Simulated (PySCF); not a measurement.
**How a change of structure moves an absorption spectrum**

Level of theory: TDDFT CAM-B3LYP/def2-SVPD, vertical, gas phase, core orbitals frozen in the response (PySCF 2.14.0, density-fitted response routines). Geometries: GFN2-xTB; one conformer of each isolated species. Triplets are in the Tamm–Dancoff approximation. 'Strongest' means the level of largest summed f among the lowest 8 singlets; it needn't be the same kind of state in each.

Parent: `C=C1C[SiH2]1`, with lowest singlet excitation energy 5.27 eV, mean static polarisability 65.0 au, oscillator strength of the strongest level 0.23, S1–T1 gap 1.16 eV. Its spectrum: 235 nm (f 0.000); 197 nm (f 0.003); 192 nm (f 0.229); 183 nm (f 0.001); 183 nm (f 0.210).

Shifts from the parent:

| change | SMILES | Δ S1 (eV) | Δ α (au) | Δ f (strongest) | Δ S1−T1 (eV) |
| --- | --- | --- | --- | --- | --- |
| H on C replaced by CH2F | C=C1[SiH2][C@@H]1CF | -0.08 | +12.0 | +0.01 | -0.11 |
| H on C replaced by OCF3 | C=C1[SiH2][C@H]1OC(F)(F)F | -0.24 | +16.9 | +0.08 | -0.08 |

**Question.** Predict the same shifts for this change: H on C replaced by CHO (`C=C1[SiH2][C@H]1C=O`).

**Answer.** Δ lowest singlet excitation energy -0.96 eV, Δ mean static polarisability +15.1 au, Δ oscillator strength of the strongest level -0.07, Δ S1–T1 gap -0.61 eV. Spectrum: 4.31 eV (f 0.004); 5.12 eV (f 0.001); 6.00 eV (f 0.161); 6.18 eV (f 0.094); 6.35 eV (f 0.097). S1 falls most with H on C replaced by CHO (-0.96 eV); all changes lower it. S1 is simply the lowest singlet of each species and needn't be the same kind of state throughout.
